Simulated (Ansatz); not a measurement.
System: BH₂Se, charge 0, doublet. BH2Se (SMILES [BH][SeH], doublet).
B3LYP-D3(BJ)/def2-TZVP minimum from Ansatz (a program for electronic structure):
```xyz
4

B      0.3213    -0.8771     1.2872
H     -0.3987    -1.3636     2.0899
Se     0.0080     0.1620    -0.2443
H     -1.4794     0.2423    -0.2180
```
Charge 0, spin multiplicity 2.

Total energies in cc-pVDZ, 11 correlated electrons, 15 frozen orbitals. Open shells are spin-unrestricted; no spin-orbit coupling. Correlated methods leave the cores frozen (noble-gas shells, and filled d and f shells in the p block). No relativity.

```
method    program  energy (Eh)  minus CCSDTQ (mEh)
--------  -------  -----------  ------------------
HF         Ansatz  -2425.61166              219.29
MP2        Ansatz  -2425.79271               38.24
CCSD       Ansatz  -2425.82294                8.01
CCSD(T)    Ansatz  -2425.82955                1.40
CCSDT(Q)   Ansatz  -2425.83098               -0.02
CCSDTQ     Ansatz  -2425.83095                0.00
```

Rough core times of Ansatz's runs on a shared machine: CCSD(T) under 20 s, CCSDT(Q) 40 s.
